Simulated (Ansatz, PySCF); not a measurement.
B(Me)(vinyl)(OH) (C3H7BO), SMILES C=CB(C)O.

Geometry optimised at B3LYP-D3(BJ)/def2-SVP. The values are those of a single conformer.

Vertical ionisation energy (IE) and electron affinity (EA) in eV. Rows of orbital energies are one-electron estimates. Where ΔSCF, EOM or ADC give a negative EA the extra electron is unbound and the value depends on the basis.

| level | IE | EA |
|---|---|---|
| −ε(HOMO), −ε(LUMO), M06-2X/def2-TZVP (PySCF) | 8.94 | -0.03 |
| −ε(HOMO), −ε(LUMO), PBE/def2-TZVP (PySCF) | 6.60 | 1.87 |
| ΔSCF, PBE0/def2-SVPD (Ansatz), final states of multiplicity 2 and 2 | 10.01 | -0.92 |
| ΔSCF, PBE/def2-SVPD (Ansatz), final states of multiplicity 2 and 2 | [?] | [?] |

Problem. What belongs in the gaps? (Estimate from the structure and the level; the computed values follow.)

Solution. 
- ΔSCF, PBE/def2-SVPD (Ansatz, a program for electronic structure), final states of multiplicity 2 and 2, IE: 9.89
- ΔSCF, PBE/def2-SVPD (Ansatz), final states of multiplicity 2 and 2, EA: -0.77

Problem. What vertical singlet–triplet gap does ΔSCF give with PBE0/def2-SVPD (Ansatz) and with PBE/def2-SVPD (Ansatz)? (An estimate is asked for; the answer gives what the named calculation found.)

Solution. 3.73 and 3.88 eV (triplet above singlet where positive).
